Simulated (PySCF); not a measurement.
Vertical excitations of a molecule C₂H₆BF₂N from TDDFT-PBE/def2-SVPD (PySCF), as energy in eV (oscillator strength): 6.58 (0.001), 6.63 (0.000), 6.78 (0.016), 7.17 (0.009), 7.29 (0.003), 7.43 (0.000), 7.46 (0.000), 7.56 (0.039), 7.65 (0.008), 7.66 (0.151). Lowest triplet (TDA): 6.01 eV. Geometry: B3LYP-D3(BJ)/def2-SVP. The values are those of a single conformer.

Problem. Which structure fits?
(A) CB(N)C(F)F
(B) NB(CF)CF
(C) CNB(F)CF
(D) CN(C)B(F)F

Solution. B, NB(CF)CF
